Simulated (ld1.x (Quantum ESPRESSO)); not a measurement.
## Configuration tests for scandium (TM)

* Element: scandium (Sc)
* Generator: ld1.x (Quantum ESPRESSO) 7.5
* Type: norm-conserving Troullier–Martins (Kleinman–Bylander form)
* Functional: BP86
* Relativity: scalar-relativistic
* Frozen core: [Ne]
* Valence charge: 11
* Reference configuration: 3s2 3p6 3d1 4s1.75 4p0.25
* Partial waves: 3s (bound): rc 1.35 bohr; 3d (bound): rc 1.40 bohr; 3p (bound): rc 1.70 bohr
* Local potential: the p channel
* Core correction: none

Occupied shells without a wave of their own: 4p, 4s. They enter only through the test configuration that unscreens the potential.

Energies are relative to the spin-unpolarised reference configuration 3s2 3p6 3d1 4s1.75 4p0.25; without spin polarisation the order of configurations can differ from experiment.

| valence configuration | charge | ΔE all-electron (eV) | error AE − PS (meV) |
| --- | --- | --- | --- |
| 3s2 3p6 3d1 4s1 4p0 | +1 | 6.365 | -107 |
| 3s2 3p6 3d1 4s0 4p0 | +2 | 19.189 | -326 |
| 3s2 3p6 3d1 4s0 4p2 | 0 | 5.052 | -174 |
| 3s1 3p6 3d1 4s2 4p0 | +1 | 61.350 | +73 |
| 3s2 3p6 3d0 4s2 4p1 | 0 | 2.801 | +94 |

(1) What are ΔE and the potential's error for 3s2 3p6 3d1 4s2 4p0?

(2) What are ΔE and the potential's error for 3s2 3p6 3d2 4s0 4p0?

Answers

(1) ΔE = -0.693 eV all-electron; the error (AE − PS) is +22 meV.

(2) ΔE = 7.064 eV all-electron; the error (AE − PS) is -170 meV.

ld1.x printed “convergence not achieved” for 6 of the counted tests; their residual had stalled under 1e-8, short of the target of 1e-14. The 4p, 4s levels have no wave, so the channel is fitted at the deeper level alone: the likely source of the large errors.
